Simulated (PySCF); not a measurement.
C6H4Cl, multiplicity 2. Atoms are numbered in the order given.

```xyz
11

Cl    -0.0648     2.2231     0.0000
C      0.0244     0.4776     0.0000
C      1.2836    -0.1470     0.0000
C      1.2657    -1.5244     0.0000
C      0.1476    -2.3312     0.0000
C     -1.0926    -1.6697     0.0000
C     -1.1567    -0.2733     0.0000
H      2.2001     0.4464     0.0000
H      0.2061    -3.4223     0.0000
H     -2.0186    -2.2512     0.0000
H     -2.1181     0.2413     0.0000
```
Charge 0, spin multiplicity 2.

Coordinates come from a B3LYP-D3(BJ)/def2-SVP optimisation. The isomer is the one that the SMILES or the coordinates give; other isomers of the formula were not compared.

These are PBE/def2-TZVP (PySCF) values and carry that method's errors.

Gas-phase values at a fixed geometry.

Computed frontier levels, dipole moment and polarisability:
| Quantity | Value |
|---|---|
| α spin, highest occupied and lowest empty level | -5.90 and -1.71 eV |
| β spin, highest occupied and lowest empty level | -6.26 and -3.60 eV |
| dipole moment | 0.281 e·Å |
| quadrupole, principal values (traceless, Buckingham form, about the centre of nuclear charge) | -5.70, -1.03, 6.73 D·Å |
| mean static polarisability | 79.7 bohr³ (11.81 Å³) |
| polarisability, principal values | 44.7, 82.5, 111.9 bohr³ |
| ⟨S²⟩ | 0.756 (pure state 0.75) |
